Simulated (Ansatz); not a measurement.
CH2GaNO can be A, `N#C[O][GaH2]`, or B, `N#[C][GaH][OH]`.

Program: Ansatz. Geometries: PBE0-D4/def2-TZVP. ΔE: electronic, gas phase. CCSD(T)/CBS adds triple-zeta CCSD(T) − MP2 to the extrapolated MP2 energy (def2 sets, frozen cores). DFT in def2-TZVPP. B3LYP here is the variant with VWN-RPA as its local correlation; programs differ in this. For Ga outer-core shells are correlated without core-valence functions, which leaves a few kJ/mol of doubt a bond. Scalar relativity is left out up to krypton. Each species was taken in one conformer, which may not be the lowest.

Question: Which is lower in electronic energy at CCSD(T)/CBS, and by how much? (Best estimate.)

Answer: The calculation gave: B, by 107.8 kJ/mol.

Question: Give E(B) − E(A) in kJ/mol with r2SCAN-D4, LDA (SPW92), PBE-D4, CCSD(T)/def2-TZVPP, BLYP-D4, CCSD(T)/def2-SVP, B3LYP. (An estimate is asked.)

Answer: Computed: r2SCAN-D4 -82.5, LDA (SPW92) -65.7, PBE-D4 -76.4, CCSD(T)/def2-TZVPP -105.6, BLYP-D4 -80.8, CCSD(T)/def2-SVP -88.8, B3LYP -83.7. None reverses the order clearly.

Question: Does the order hold for the free energy at 298.15 K (harmonic terms from PBE0-D4)? (Estimate.)

Answer: The calculation gave: Yes: G(B) − G(A) = -102.4 kJ/mol, for one conformer each.

Largest T1 diagnostic: 0.015.

In def2-TZVPP, CCSD(T) changes the Hartree–Fock value by −16.2 kJ/mol (the triples alone add −0.4 kJ/mol) and MP2 by −20.8 kJ/mol. At CCSD(T), def2-SVP lies +19.0 kJ/mol from the extrapolated value and def2-TZVPP +2.2 kJ/mol.
